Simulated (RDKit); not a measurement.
A run for RDKit: UFF on CH2O (SMILES C=O).

```python
from rdkit import Chem
from rdkit.Chem import AllChem, rdDetermineBonds

blocks = [
'''4

C    -0.25731988    0.06781732    3.78620685
O     0.84738811   -0.35211352    3.58120548
H    -0.64738159    0.21162252    4.81217635
H    -0.94452599    0.33378955    2.96079003
''',
]
mol = None
for b in blocks:
    f = Chem.MolFromXYZBlock(b)
    rdDetermineBonds.DetermineBonds(f, charge=0)
    mol = f if mol is None else Chem.CombineMols(mol, f)
Chem.SanitizeMol(mol)
print(Chem.MolToSmiles(Chem.RemoveHs(mol)))
ff = AllChem.UFFGetMoleculeForceField(mol, vdwThresh=100.0, ignoreInterfragInteractions=False)
e = ff.CalcEnergy()
print(f'UFF energy {e:.6f} kcal/mol')
```

The log:

```
C=O
UFF energy 1.003305 kcal/mol
```

The run finished.

Cost: roughly 0.010 core-seconds.
